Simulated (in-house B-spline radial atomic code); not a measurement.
Results of a calculation; reference values are marked as such.
# Weak and strong correlation along the adiabatic connection

Two-electron singlets in several external potentials (atomic units), by full CI in B-splines with partial waves to l = 8 (correlation energies up to 0.6 % small). The repulsion is scaled by λ at fixed density; W(λ) is the mean repulsion less the Hartree energy, W(0) = E_x, and the area under W from 0 to 1 is E_xc.

Relative drop (W(λ) − E_x)/E_x:

| system | λ = 0.12 | λ = 0.25 | λ = 0.4 | λ = 0.6 | λ = 0.8 | λ = 1 |
| --- | --- | --- | --- | --- | --- | --- |
| −Z/r, Z = 1, wall at 4 bohr | 0.0187 | 0.0370 | 0.0560 | 0.0783 | 0.0977 | 0.1147 |
| empty sphere, radius 5.81 bohr | 0.0456 | 0.0849 | 0.1206 | 0.1567 | 0.1838 | 0.2047 |
| −Z/r, Z = 18 | 0.0010 | 0.0021 | 0.0033 | 0.0050 | 0.0066 | 0.0083 |
| −Z exp(−kr)/r, Z = 2.11, k = 0.36 | 0.0109 | 0.0221 | 0.0343 | 0.0494 | 0.0633 | 0.0762 |
| empty sphere, radius 4.44 bohr | 0.0345 | 0.0660 | 0.0963 | 0.1288 | 0.1545 | 0.1754 |
| −Z/r, Z = 1.5, wall at 4 bohr | 0.0145 | 0.0290 | 0.0445 | 0.0633 | 0.0802 | 0.0955 |
| −Z exp(−kr)/r, Z = 4.17, k = 1.65 | 0.0057 | 0.0117 | 0.0184 | 0.0270 | 0.0352 | 0.0431 |

Question: Order the systems by how far second-order (GL2) theory, half the initial slope (estimated from the first points of each curve), overshoots the correlation energy, least first.
A. −Z/r, Z = 1.5, wall at 4 bohr
B. −Z/r, Z = 1, wall at 4 bohr
C. −Z/r, Z = 18
D. empty sphere, radius 5.81 bohr
E. −Z exp(−kr)/r, Z = 2.11, k = 0.36
F. empty sphere, radius 4.44 bohr
G. −Z exp(−kr)/r, Z = 4.17, k = 1.65

Answer: C (GL2/E_c = 1.01), G (GL2/E_c = 1.08), E (GL2/E_c = 1.15), A (GL2/E_c = 1.20), B (GL2/E_c = 1.28), F (GL2/E_c = 1.48), D (GL2/E_c = 1.65).

Question: What else changes along this order?

Answer: The ratio follows the bend of the curve. With it the leading natural occupation goes from 2.000 to 1.854 and −T_c/E_c from 0.99 to 0.60 between the first and the last.
